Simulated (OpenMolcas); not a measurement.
# 4d² along the 38-electron sequence

| Property | Result |
| --- | --- |
| Program | OpenMolcas 26.06 |
| Method | CASSCF |
| Basis | ANO-RCC-VTZP |
| Scalar Hamiltonian | DKH2, point nucleus |
| Spin-orbit coupling | RASSI with atomic mean-field integrals over the reference wave functions, term energies averaged over their components |

Active space for each ion: 2 electrons in 5 orbitals (4d).

Computed levels in cm-1 above ³F₂:

```
                               Level   Zr2+   Nb3+   Mo4+   Tc5+   Ru6+   Rh7+
                                 ³F₃    666   1057   1486   2035   2669   3446
                                 ³F₄   1483   2320   3226   4360   5646   7191
                                 ¹D₂   9186  10930  12752  14360  16085  17803
                                 ³P₀  10262  12024  13828  15387  17015  18576
                                 ³P₁  10514  12438  14426  16235  18161  20108
                                 ³P₂  11131  13480  15960  18401  21070  23924
                                 ¹G₄  13870  16523  19289  21760  24421  27093
                                 ¹S₀  33074  39101  45317  50514  56055  61332
weight of ³F in the lowest level (%)    100     99     99     98     98     97
```

Mixed levels, with the weight of the term that names them: Tc5+ ¹D₂ (75 %), Ru6+ ¹D₂ (71 %), Ru6+ ³P₂ (73 %), Rh7+ ¹D₂ (68 %), Rh7+ ³P₂ (70 %).

Measured, with the error of the calculation in %. Measured levels: Zr2+ from Moore, Atomic Energy Levels, vol. II, NSRDS-NBS 35 (1971 reprint of NBS Circular 467, 1952); NIST levels as listed in Rynkun, Gaigalas and Jonsson, Astron. Astrophys. 637, A10 (2020); Mo4+ from Sugar and Musgrove, J. Phys. Chem. Ref. Data 17, 155 (1988).

| Level | Zr2+ | Mo4+ |
| --- | --- | --- |
| ³F₃ | 681 (-2.2) | 1578 (-5.8) |
| ³F₄ | 1486 (-0.2) | 3357 (-3.9) |
| ¹D₂ | 5742 (+60.0) | 10190 (+25.1) |
| ³P₀ | 8062 (+27.3) | 11161 (+23.9) |
| ³P₁ | 8326 (+26.3) | 11807 (+22.2) |
| ³P₂ | 8838 (+25.9) | 13408 (+19.0) |
| ¹G₄ | 11049 (+25.5) | 16354 (+17.9) |
| ¹S₀ | 23979 (+37.9) | 37738 (+20.1) |

The fine-structure level ³F₄ changes by a factor of 4.85 from Zr2+ to Rh7+. Its fourth root runs 6.21, 6.94, 7.54, 8.13, 8.67, 9.21, with steps per unit of Z of 0.73, 0.60, 0.59, 0.54, 0.54; equal steps would mean a (Z - σ)^4 law with constant σ.

¹D₂ changes by a factor of 1.94 over the same range, with steps per unit of Z of +1740, +1820, +1610, +1720, +1720 cm-1.

Without dynamic correlation excited terms often stand tens of per cent too high (terms of higher spin than the ground term too low), and those without a measured partner can miss by more than the paired ones. Levels of configurations with an s electron are missing; early in the row they begin among the upper levels of the d shell and mix with terms of their name (holds for Zr2+). Some levels mix across a computed gap that differs much from the measured one, so their mixing is not that of the real levels (holds for Zr2+). Measured partners are found by configuration, term and J. A level has none where our copy of the source lacks it or the pairing is in doubt (some pairs that miss far off the trend of their configuration count as doubtful), and it then counts in no deviation. Only configurations of the active space appear.
